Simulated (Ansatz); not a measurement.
`F[SiH](F)[SiH](Cl)Cl`, charge 0, multiplicity 1.

(1) Give a relaxed structure at PBE0-D4/def2-TZVP (the Gaussian-basis code of Ansatz). (Best estimate.)

## Answers

(1) Computed: 
Z-matrix (Å, degrees):
```
Si
F 1 1.590
Si 1 2.349 2 109.0
F 1 1.587 2 107.9 3 -117.6
H 1 1.480 2 108.2 3 125.6
Cl 3 2.049 1 107.0 2 174.0
Cl 3 2.043 1 109.2 2 -66.6
H 3 1.480 1 114.2 2 54.7
```
